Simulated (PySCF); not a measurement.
Members of one family of related compounds. Method: PySCF 2.14.0, density-fitted response routines, TDDFT CAM-B3LYP/def2-SVPD, vertical, gas phase, core orbitals frozen in the response, def2 core potentials past Kr. Geometries: PBE0-D3(BJ)/def2-SVP; one conformer of each isolated species. Triplets are in the Tamm–Dancoff approximation. 'Strongest' means the level of largest summed f among the lowest 10 singlets; it needn't be the same kind of state in each. Atoms past krypton carry core potentials; spin–orbit coupling is left out.

Question: Rank by computed energy of the strongest computed level, lowest first.
A. SnCl2(pyrrolidide)2, `[Cl][Sn]([Cl])([N]1CCCC1)[N]1CCCC1`
B. SnCl2(NHiPr)2, `CC(C)[NH][Sn]([Cl])([Cl])[NH]C(C)C`
C. SnCl2(nBu)2, `CCC[CH2][Sn]([Cl])([Cl])[CH2]CCC`
D. SnCl2(OiPr)2, `CC(C)[O][Sn]([Cl])([Cl])[O]C(C)C`

Answer: D (5.65 eV), B (6.08 eV), A (6.31 eV), C (6.86 eV).

| SMILES | strongest (eV) | first f ≥ 0.01 (nm) | T1 (eV) | f (strongest) | gap (eV) | HOMO (eV) | S1 mainly |
| --- | --- | --- | --- | --- | --- | --- | --- |
| CC(C)[O][Sn]([Cl])([Cl])[O]C(C)C | 5.65 | 250 | 4.50 | 0.17 | 8.27 | -9.80 | H→L (85%) |
| CC(C)[NH][Sn]([Cl])([Cl])[NH]C(C)C | 6.08 | 268 | 4.14 | 0.08 | 7.81 | -8.57 | H→L (94%) |
| [Cl][Sn]([Cl])([N]1CCCC1)[N]1CCCC1 | 6.31 | 290 | 3.72 | 0.10 | 7.34 | -8.11 | H→L (91%) |
| CCC[CH2][Sn]([Cl])([Cl])[CH2]CCC | 6.86 | 198 | 5.35 | 0.32 | 9.12 | -9.17 | H→L (64%) |

H and L stand for HOMO and LUMO.
